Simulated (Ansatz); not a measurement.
`CC[SiH2][SiH3]` + `OBCl` → `[SiH3][SiH2]OBCl` + ethane  (ligand exchange at the Si–C bond)

Calculated with Ansatz (gas phase, PBE0-D4/def2-TZVP geometries, no zero-point term in ΔE). CCSD(T)/CBS is the MP2 limit (def2-TZVPP, def2-QZVPP) plus CCSD(T) − MP2 in def2-TZVPP, frozen cores. This one scheme is used for every species. DFT in def2-TZVPP. B3LYP here is the variant with VWN-RPA as its local correlation; programs differ in this. One conformer a species, not always the lowest.

`CC[SiH2][SiH3]`:

Cartesian coordinates in Å:
```
C 0.169 -1.865 0.111
C 1.096 -0.701 0.445
Si 0.690 0.883 -0.488
Si -1.482 1.631 -0.029
H 0.193 -2.101 -0.957
H -0.869 -1.639 0.369
H 0.452 -2.771 0.653
H 1.066 -0.482 1.518
H 2.136 -0.963 0.219
H 0.811 0.650 -1.957
H 1.652 1.961 -0.121
H -1.654 1.858 1.433
H -2.497 0.629 -0.459
H -1.763 2.909 -0.737
```

`OBCl`:

Z-matrix (Å, degrees):
```
B
O 1 1.340
Cl 1 1.766 2 121.0
H 1 1.189 2 119.8 3 -180.0
H 2 0.963 1 113.9 3 -0.0
```

`[SiH3][SiH2]OBCl`:

Cartesian coordinates in Å:
```
Si -0.087 -1.595 0.740
Si -0.856 0.618 0.636
O -0.071 1.505 -0.541
B 0.893 1.193 -1.412
Cl 1.476 2.420 -2.524
H -0.850 -2.290 1.813
H -0.317 -2.298 -0.549
H 1.362 -1.639 1.070
H -0.630 1.320 1.925
H -2.304 0.662 0.313
H 1.385 0.104 -1.472
```

`CC`:

```xyz
8

C     0.444   -0.612   -0.064
C    -0.444    0.612    0.064
H     1.479   -0.334   -0.277
H     0.446   -1.202    0.856
H     0.108   -1.266   -0.872
H    -1.479    0.334    0.277
H    -0.446    1.202   -0.856
H    -0.108    1.266    0.872
```

**Question.** Is it downhill or uphill in electronic energy at CCSD(T)/CBS, and by how much? (Best estimate.)

**Answer.** Computed: Downhill: ΔE = -85.4 kJ/mol.

**Question.** What do these levels give: PBE0-D4, ωB97X-V, ωB97M-V, B2PLYP, r2SCAN, B3LYP, MP2/def2-TZVPP, CCSD/def2-TZVPP, CCSD(T)/def2-TZVPP, HF/def2-QZVPP, HF/CBS(def2), MP2/CBS(def2)? (Estimate.)

**Answer.** Computed: PBE0-D4 -76.6, ωB97X-V -85.2, ωB97M-V -83.8, B2PLYP -91.0, r2SCAN -84.3, B3LYP -91.8, MP2/def2-TZVPP -85.5, CCSD/def2-TZVPP -88.1, CCSD(T)/def2-TZVPP -85.2, HF/def2-QZVPP -108.7, HF/CBS(def2) -109.0, MP2/CBS(def2) -85.7 kJ/mol.

Largest T1 diagnostic among the species: 0.013.

In def2-TZVPP, CCSD(T) changes the Hartree–Fock value by +21.9 kJ/mol (the triples alone add +2.9 kJ/mol) and MP2 by +21.6 kJ/mol. From PBE to PBE0 (25 % exact exchange), in def2-TZVPP and without D4, ΔE moves by −3.8 kJ/mol.
